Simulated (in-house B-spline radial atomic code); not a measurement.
Successive ionisation energies of lead; each step leads to the configuration of the next row (after the last: [Kr] 4d3/2(4)). Dirac energy differences include first-order Breit, QED and recoil terms. NIST's values go from ground level to ground level; the uncertainty of those that are theory runs from under 0.1 % in few-electron ions to several per cent in heavy many-electron ones. Computed with an all-electron radial atomic-structure program (B-spline basis): Dirac-Hartree-Fock, jj configuration that fills j = l - 1/2 first, finite nuclei.

A number in brackets counts the electrons of a j subshell.

```csv
ion,configuration,ionisation energy (eV),tabulated value (eV),tabulated kind,computed minus tabulated (eV),highest orbital,largest mean radius (bohr)
Pb28+,[Kr] 4d10 4f5/2(6) 4f7/2(2),980.7,990,tabulated theory,-9.3,4f7/2,0.40836
Pb29+,[Kr] 4d10 4f5/2(6) 4f7/2(1),1035.8,1050,tabulated theory,-14.2,4f7/2,0.40537
Pb30+,[Kr] 4d10 4f5/2(6),1104.9,1120,tabulated theory,-15.1,4f5/2,0.40238
Pb31+,[Kr] 4d10 4f5/2(5),?,?,tabulated theory,?,?,?
Pb32+,[Kr] 4d10 4f5/2(4),1221.0,1240,tabulated theory,-19.0,4f5/2,0.39601
Pb33+,[Kr] 4d10 4f5/2(3),1280.7,1300,tabulated theory,-19.3,4f5/2,0.39286
Pb34+,[Kr] 4d10 4f5/2(2),1341.4,1360,tabulated theory,-18.6,4f5/2,0.38974
Pb35+,[Kr] 4d10 4f5/2(1),?,?,tabulated theory,?,?,?
Pb36+,[Kr] 4d10,1703.5,1704,tabulated theory,-0.5,4d5/2,0.38393
Pb37+,[Kr] 4d3/2(4) 4d5/2(5),1762.4,1760,tabulated theory,2.4,4d5/2,0.38204
Pb38+,[Kr] 4d3/2(4) 4d5/2(4),?,?,tabulated theory,?,?,?
Pb39+,[Kr] 4d3/2(4) 4d5/2(3),1882.0,1884,tabulated theory,-2.0,4d5/2,0.3783
Pb40+,[Kr] 4d3/2(4) 4d5/2(2),1942.7,1945,tabulated theory,-2.3,4d5/2,0.37645
Pb41+,[Kr] 4d3/2(4) 4d5/2(1),2004.1,2004,tabulated theory,0.1,4d5/2,0.37462
```

Fill in the row of Pb31+.

ionisation energy (eV): 1162.4; tabulated value (eV): 1180; computed minus tabulated (eV): -17.6; highest orbital: 4f5/2; largest mean radius (bohr): 0.39918.

Fill in the row of Pb35+.

ionisation energy (eV): 1403.1; tabulated value (eV): 1430; computed minus tabulated (eV): -26.9; highest orbital: 4f5/2; largest mean radius (bohr): 0.38665.

Fill in the row of Pb38+.

ionisation energy (eV): 1821.9; tabulated value (eV): 1819; computed minus tabulated (eV): 2.9; highest orbital: 4d5/2; largest mean radius (bohr): 0.38016.
